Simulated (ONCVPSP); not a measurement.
Configuration tests for Cd (ONCV)

```
Element                 : Cd
Generator               : ONCVPSP 4.0.1
Type                    : optimised norm-conserving Vanderbilt (ONCV)
Functional              : PBE
Relativity              : scalar-relativistic
Frozen core             : [Ar] 3d10
Valence charge          : 20
Reference configuration : 4s2 4p6 4d9 (charge +3)
Partial waves           : 4s: rc 1.40 bohr, ncon 5, nbas 9, qcut 10.7 1/bohr, 3 projectors, debl 1.4 Ha; 4p: rc 1.25 bohr, ncon 4, nbas 7, qcut 11.8 1/bohr, 1 projector; 4d: rc 1.35 bohr, ncon 4, nbas 9, qcut 10.7 1/bohr, 2 projectors, debl 3.6 Ha
Local potential         : polynomial inside 0.85 bohr (lpopt 5, dvloc0 0 Ha)
Core correction         : Teter function, fcfact 4, rcfact 1.65
```

In the s channel the program set the typed energies aside and used -5.198, 0.050, 1.450 Ha.

Energies are relative to the spin-unpolarised reference configuration 4s2 4p6 4d9; without spin polarisation the order of configurations can differ from experiment.

```csv
valence configuration,charge,ΔE all-electron (eV),error AE − PS (meV)
4s2 4p6 4d10 5s2,0,-64.408,+9.1
4s2 4p6 4d10 5s1,+1,-55.135,+8.5
```

(1) What are ΔE and the potential's error for 4s2 4p6 4d10?

(2) What are ΔE and the potential's error for 4s2 4p6 4d10 5s1 5p1?

## Answers

(1) ΔE = -38.009 eV all-electron; the error (AE − PS) is +6.5 meV.

(2) ΔE = -59.742 eV all-electron; the error (AE − PS) is +67 meV.
